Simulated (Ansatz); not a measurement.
Zn(F)(NMe2) (C2H6FNZn), SMILES C[N]([Zn][F])C.

Geometry optimised at B3LYP-D3(BJ)/def2-SVP. The structure was generated by enumeration; whether it is a known compound was not checked. Other conformers were not sampled.

Two levels are set side by side: PBE/def2-SVPD (Ansatz, an electronic-structure program) and PBE0/def2-SVPD (Ansatz). Energy differences of separate SCF runs at the same geometry; the states with an electron removed or added have multiplicity 2 and 2. Differences are taken from unrounded values.

```csv
quantity,PBE0,PBE,PBE minus PBE0
vertical ionisation energy (eV),8.14,8.12,-0.02
vertical singlet–triplet gap (eV),3.54,3.41,-0.14
```
